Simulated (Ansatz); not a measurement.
Consider the redistribution: `[SiH3][GeH2][B](Cl)Cl` + `C=C=C[SiH3]` → `Cl[B](Cl)[GeH3]` + `C=C=C[SiH2][SiH3]`.

Computed with Ansatz on PBE0-D4/def2-TZVP structures; ΔE is electronic, products minus reactants. CCSD(T)/CBS adds triple-zeta CCSD(T) − MP2 to the extrapolated MP2 energy (def2 sets, frozen cores). Functionals use def2-TZVPP. B3LYP here is the variant with VWN-RPA as its local correlation; programs differ in this. For Ge outer-core shells are correlated without core-valence functions, which leaves a few kJ/mol of doubt a bond. Scalar relativity is left out up to krypton. Each species was taken in one conformer, which may not be the lowest.

`[SiH3][GeH2][B](Cl)Cl`:

```xyz
10

Si    1.472   -0.736   -0.525
Ge   -0.317   -0.121    0.927
B    -1.619    1.058   -0.150
Cl   -1.386    2.783   -0.241
Cl   -2.922    0.342   -1.060
H     2.449   -1.599    0.191
H     2.165    0.487   -1.008
H     0.932   -1.479   -1.694
H     0.248    0.654    2.129
H    -1.023   -1.391    1.431
```

`C=C=C[SiH3]`:

Cartesian coordinates in Å:
```
C -0.709 0.248 2.063
C 0.083 0.077 1.046
C 0.842 -0.094 0.003
Si 0.131 -0.155 -1.715
H -1.148 -0.599 2.579
H -0.945 1.242 2.427
H 1.916 -0.200 0.151
H 0.442 -1.461 -2.357
H 0.727 0.916 -2.558
H -1.339 0.027 -1.640
```

`Cl[B](Cl)[GeH3]`:

Cartesian coordinates in Å:
```
Cl 1.248 2.218 0.203
B 0.477 0.871 -0.587
Cl 0.430 0.846 -2.329
Ge -0.372 -0.678 0.487
H -1.862 -0.792 0.127
H 0.311 -2.000 0.098
H -0.233 -0.465 2.001
```

`C=C=C[SiH2][SiH3]`:

```xyz
13

C    -0.468   -2.648    1.355
C    -0.772   -1.593    0.659
C    -1.050   -0.514   -0.013
Si   -0.205    1.108    0.350
Si    1.170    1.723   -1.444
H    -1.019   -2.904    2.253
H     0.339   -3.305    1.051
H    -1.778   -0.572   -0.821
H     0.598    0.963    1.592
H    -1.228    2.173    0.556
H     2.250    0.718   -1.634
H     0.369    1.796   -2.697
H     1.794    3.054   -1.206
```

| level | ΔE (kJ/mol) | difference from CCSD(T)/CBS |
| --- | --- | --- |
| PBE-D4 | 18.1 | -5.9 |
| PBE0-D4 | 19.3 | -4.7 |
| B3LYP-D4 | 22.0 | -2.0 |
| ωB97X-V | 20.1 | -3.9 |
| ωB97M-V | 24.1 | 0.1 |
| B3LYP | 21.2 | -2.8 |
| MP2/def2-TZVPP | 26.9 | 2.9 |
| SCS-MP2/def2-TZVPP | 25.6 | 1.6 |
| HF/def2-QZVPP | 21.4 | -2.6 |
| CCSD/CBS(def2) | 24.0 | 0.0 |
| CCSD(T)/CBS | 24.0 | 0 |

Largest T1 diagnostic among the species: 0.013.
